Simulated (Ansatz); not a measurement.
Total energies of CH$_{5}$ISSi, SMILES `CS[SiH2]I`.

```xyz
9

C    -0.728    0.016   -1.359
S    -0.829   -1.095    0.074
Si    0.704   -0.281    1.271
I     0.247    2.032    1.943
H    -1.475   -0.330   -2.072
H     0.257   -0.030   -1.822
H    -0.959    1.040   -1.066
H     0.787   -1.121    2.487
H     1.995   -0.231    0.544
```

The species carries charge 0 and has multiplicity 1. Correlated methods include outer-core shells of I, which these sets cover unevenly. I: def2 effective core potential. All single points use the PBE0-D4/def2-TZVP geometry. It is one conformer, not always the lowest. Basis def2-TZVPP, the Gaussian-basis code of Ansatz.

RPA on PBE orbitals: Hartree–Fock energy of these orbitals -1023.95859 Eh, correlation -1.45327 Eh (frozen core).

| functional | energy without D4 (Eh) | D4 term (kJ/mol) |
| --- | --- | --- |
| BHLYP | -1026.53201 | -36.5 |
| ωB97X-V | -1026.48168 | – |

Give the same for LDA (SPW92), PBE, revPBE, BLYP, r2SCAN, B97M-V, PBE0, B3LYP, r2SCANh, r2SCAN0, HSE06 (plane-wave form), CAM-B3LYP, LC-ωPBE, ωB97M-V, B2PLYP, PBE-QIDH. (Estimate.)

Ansatz gave: 
```csv
functional,energy without D4 (Eh),D4 term (kJ/mol)
LDA (SPW92),-1023.26575,–
PBE,-1026.21531,-25.4
revPBE,-1026.50393,-65.5
BLYP,-1026.51592,-54.4
r2SCAN,-1026.64789,-5.9
B97M-V,-1026.42009,–
PBE0,-1026.31305,-21.9
B3LYP,-1026.74585,-41.7
r2SCANh,-1026.63348,-6.5
r2SCAN0,-1026.61283,-7.2
HSE06 (plane-wave form),-1026.29486,-20.7
CAM-B3LYP,-1026.60115,-22.8
LC-ωPBE,-1026.41702,–
ωB97M-V,-1026.52022,–
B2PLYP,-1026.15333,–
PBE-QIDH,-1025.98620,–
```

B3LYP takes the VWN-RPA correlation (the form of Gaussian; ORCA's B3LYP/G). HSE06 is the plane-wave form, built on full-range PBE exchange. The double hybrids freeze the cores in their second-order part.

LC-ωPBE has ω = 0.4 bohr⁻¹.
